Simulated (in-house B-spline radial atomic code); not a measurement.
A radial electron density 4πr²n(r) was computed for an atom or ion in its tabulated ground configuration with an all-electron radial atomic-structure program (B-spline basis); method: Dirac-Kohn-Sham PBEsol, spherical fractional occupations. Columns: r (bohr), 4πr²n(r) (electrons per bohr), bar.

```
0.000504    3.475 #
0.000631    4.948 ##
0.000791    7.015 ##
0.000991    9.868 ###
 0.00124    13.74 ####
 0.00156    19.08 ######
 0.00195    25.92 ########
 0.00244    34.72 ###########
 0.00306    45.74 ##############
 0.00383    58.68 ##################
  0.0048    73.14 ######################
 0.00601    87.79 ###########################
 0.00753    100.8 ###############################
 0.00943    109.7 ##################################
  0.0118    112.6 ###################################
  0.0148    109.2 ##################################
  0.0185    102.8 ################################
  0.0232    99.55 ###############################
  0.0291    106.2 #################################
  0.0365    123.3 ######################################
  0.0457    140.5 ###########################################
  0.0572    143.3 ############################################
  0.0717    128.3 #######################################
  0.0898    113.8 ###################################
   0.112    119.6 #####################################
   0.141      134 #########################################
   0.177    121.9 #####################################
   0.221     87.8 ###########################
   0.277     72.9 ######################
   0.347    83.98 ##########################
   0.435    81.59 #########################
   0.545    55.48 #################
   0.682    32.04 ##########
   0.855    22.39 #######
    1.07    17.69 #####
    1.34    12.13 ####
    1.68    7.067 ##
    2.11    3.772 #
    2.64    1.909 #
     3.3   0.8563 
    4.14   0.3075 
    5.18  0.08522 
     6.5  0.01642 
    8.14 0.002033 
    10.2 0.0001413
```

(1) Which atom or ion is it?
A. Pt
B. Os
C. Ir
D. Au

Results:

(1) A. The area under the curve, ∫4πr²n dr = ∫r·4πr²n d(ln r) on this logarithmic grid, is 78 electrons, which only this option has. The configuration is [Xe] 4f14 5d9 6s1.
